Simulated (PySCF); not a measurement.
Isomers of C9H9F, from PBE0-D3(BJ)/def2-SVP geometry optimisation, gas phase (PySCF 2.14.0). One conformer each, no zero-point energy, no frequencies.

Question: Which is lower in electronic energy at this level?
A. `[F:1][CH2:2][C:3]1=[CH:4][C@@H:5]2[C@@H:6]3[CH:7]=[CH:8][C@H:9]1[C@H:10]23` with F1–C2–C3–C4 2°, C3–C4–C5–C6 56°, C4–C5–C6–C7 0°, C5–C6–C7–C8 -55°, C7–C8–C9–C10 -16°: A = 2883, B = 1083, C = 960.7 MHz, dipole 1.60 D
B. `[F:1][c:2]1[cH:3][cH:4][cH:5][c:6]([CH:7]2[CH2:8][CH2:9]2)[cH:10]1` with C5–C6–C7–C8 147°: A = 2484, B = 933.0, C = 716.4 MHz, dipole 1.74 D

Answer: B. That is `Fc1cccc(C2CC2)c1`, 33.5 kcal/mol below the other.

| SMILES | mapped SMILES | E (Eh) | relative (kcal/mol) | relative (kJ/mol) | dipole (D) |
| --- | --- | --- | --- | --- | --- |
| Fc1cccc(C2CC2)c1 | [F:1][c:2]1[cH:3][cH:4][cH:5][c:6]([CH:7]2[CH2:8][CH2:9]2)[cH:10]1 | -447.37479 | 0.0 | 0.0 | 1.74 |
| FCC1=C[C@@H]2[C@@H]3C=C[C@H]1[C@H]23 | [F:1][CH2:2][C:3]1=[CH:4][C@@H:5]2[C@@H:6]3[CH:7]=[CH:8][C@H:9]1[C@H:10]23 | -447.32142 | 33.5 | 140.1 | 1.60 |

As drawn, the lower has an aromatic ring, which the higher lacks; the higher has a C=C bond outside aromatic rings, which the lower lacks.
